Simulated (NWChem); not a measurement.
# Si₂H₅O₂F; SMILES O[SiH2][Si@@H](O)F

```xyz
10

O      0.6137    -2.3323    -0.0947
Si    -0.6645    -1.2790     0.1404
Si     0.0567     0.8866    -0.3891
O     -1.0057     1.9726     0.2668
F      1.5276     1.0430     0.3121
H      1.4454    -2.0751     0.3159
H     -1.1675    -1.2879     1.5514
H     -1.7577    -1.7327    -0.7636
H      0.2904     1.1796    -1.8358
H     -0.9126     2.9002     0.0280
```
Atoms are numbered in this order, from 1.

Program: NWChem. Medium grid unless said otherwise, to which SCAN and Minnesota functionals are sensitive. Geometry: optimised at PBE0/def2-SVP.

Among these, which level gives the highest value of “dipole (D)”?
(A) PBE/def2-SVP
(B) B3LYP/def2-SVP
(C) LDA (Slater exchange, VWN5)/def2-SVP
(D) Hartree-Fock/def2-SVP

D, Hartree-Fock/def2-SVP. Values: PBE/def2-SVP 1.59; B3LYP/def2-SVP 1.65; LDA (Slater exchange, VWN5)/def2-SVP 1.66; Hartree-Fock/def2-SVP 1.90
